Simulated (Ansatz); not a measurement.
`C[N](C)[ZnH]` + CH₃NH₂ → `C[NH][ZnH]` + dimethylamine at 298.15 K and 1 bar (ligand exchange at a Zn–N bond).

Calculated with Ansatz (gas phase, PBE0-D4/def2-TZVP geometries, no zero-point term in ΔE). CCSD(T)/CBS is the MP2 limit (def2-TZVPP, def2-QZVPP) plus CCSD(T) − MP2 in def2-TZVPP, frozen cores. For Zn outer-core shells are correlated without core-valence functions, which leaves a few kJ/mol of doubt a bond. Scalar relativity is left out up to krypton.

```csv
species,CCSD(T)/CBS energy (Eh),H − E (kJ/mol),S (J/(mol·K))
`C[N](C)[ZnH]`,-1913.37223,248.8,323.5
CH₃NH₂,-95.75281,180.0,240.4
`C[NH][ZnH]`,-1874.12279,172.4,305.0
`CNC`,-135.00321,256.9,271.4
```

H − E and S are ideal-gas, rigid-rotor, harmonic terms from PBE0-D4/def2-TZVP. 1 Eh = 2625.50 kJ/mol, R = 8.31446 J/(mol·K).

By hand: ΔE, ΔH, ΔS and ΔG.

ΔE = (-1874.12279) + (-135.00321) − (-1913.37223) − (-95.75281) = -0.00096 Eh = -2.5 kJ/mol. Δ(H − E) = 172.4 + 256.9 − 248.8 − 180.0 = 0.5, so ΔH = -2.0 kJ/mol. ΔS = 305.0 + 271.4 − 323.5 − 240.4 = 12.5 J/(mol·K). ΔG = -2.0 − 298.15 × (12.5)/1000 = -5.7 kJ/mol.

By hand: the equilibrium constant, and the temperature at which ΔG would vanish if ΔH and ΔS stayed fixed.

log₁₀ K = −ΔG/(RT ln 10) = 1.0. ΔH and −TΔS have one sign here, so there is no such temperature. One of them is within its doubt of zero, so this could turn.

TΔS isn't small against ΔH here. The sign of ΔG lies within the doubt. A doubt of 5 kJ/mol in ΔE shifts log₁₀ K by 0.9 here. These are equilibria of isolated gas molecules and say nothing of rates. Largest T1 diagnostic: 0.015 (customary marks: 0.02 for closed shells, 0.045 for open ones).
